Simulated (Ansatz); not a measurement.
Coupled-cluster diagnostics for In(pzH)Cl3 (C3H4Cl3InN2), Ansatz.

Geometry of the singlet (PBE-D4/def2-SVP):

```tsv
atom	x (Å)	y (Å)	z (Å)
In1	-2.421	0.290	0.074
N2	-0.149	0.194	-0.066
C3	0.839	1.015	-0.463
C4	2.084	0.373	-0.306
C5	1.777	-0.890	0.212
N6	0.432	-0.949	0.338
H7	0.605	2.018	-0.838
H8	3.077	0.771	-0.538
H9	2.413	-1.735	0.494
H10	-0.205	-1.696	0.677
Cl11	-2.856	2.016	1.624
Cl12	-2.449	-1.965	0.947
Cl13	-3.149	0.559	-2.156
```

In the def2 sets In takes a core potential; there is no spin–orbit coupling. Correlated methods freeze 24 core orbitals; core or outer-core shells of In are correlated, in sets that lack core-valence functions.

Q: Estimate the CCSD(T) correlation energy, the shares of MP2 and (T), T1 and the reference's ⟨S²⟩ for: charge 0, singlet, own geometry in def2-SVP; and the rough time on 4 threads of Intel Xeon on a shared host.

A: 
| state | basis | correlation (eV) | MP2 share (%) | (T) share (%) | T1 | ⟨S²⟩ (pure) | wall time |
| --- | --- | --- | --- | --- | --- | --- | --- |
| charge 0, singlet, own geometry | def2-SVP | -35.505 | 92.2 | 3.4 | 0.012 | 0.00 (0.00) | 2.3 min |
Customary marks for T1 are 0.02 (closed shells), 0.045 (open shells) and about 0.05 (3d metals). T1 stays under 0.02 throughout.
